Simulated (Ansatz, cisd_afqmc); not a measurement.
System: BAsH4, charge 0, singlet. BAsH4 (SMILES B[AsH2]).
B3LYP-D3(BJ)/def2-TZVP minimum from Ansatz (a first-principles code):
```xyz
6

B     -1.6303    -0.2133    -0.0522
As     0.3431     0.0556    -0.0388
H      0.7779    -1.2113     0.6698
H      0.4742     0.9945     1.1433
H     -2.3484     0.7245     0.0786
H     -2.0731    -1.2749    -0.3506
```
Charge 0, spin multiplicity 1.

Total energies in cc-pVDZ, 12 correlated electrons, 15 frozen orbitals. UHF or UKS for unpaired electrons; spin-orbit terms are left out. Cores are frozen in correlated methods (noble-gas shells, and filled d and f shells in the p block). No relativity. AFQMC is phaseless with a CISD trial state; ± is one standard error, without the phaseless bias. Outlying blocks are dropped, and bars are widened where a walk drifts. Over all cases where full CI ran beside it in this data, AFQMC minus full CI had a median of +0.1 mEh and passed +0.4 mEh in a tenth of the cases.

The bar of a AFQMC/CISD walk is widened from 0.24 to 0.49 mEh, since its halves differ by 0.99 mEh.

```csv
method,program,energy (Eh),minus CCSDTQ (mEh)
HF,Ansatz,-2261.15173,247.83
MP2,Ansatz,-2261.35154,48.02
CCSD,Ansatz,-2261.39173,7.83
CCSD(T),Ansatz,-2261.39822,1.34
CCSDT(Q),Ansatz,-2261.39956,0.00
CCSDTQ,Ansatz,-2261.39956,0.00
AFQMC/CISD,cisd_afqmc,-2261.3997 ± 0.0005,-0.2 ± 0.5
```

Rough core times of Ansatz's runs on a shared machine: CCSD(T) under 20 s, CCSDT(Q) 30 s, CCSDTQ 20 min.
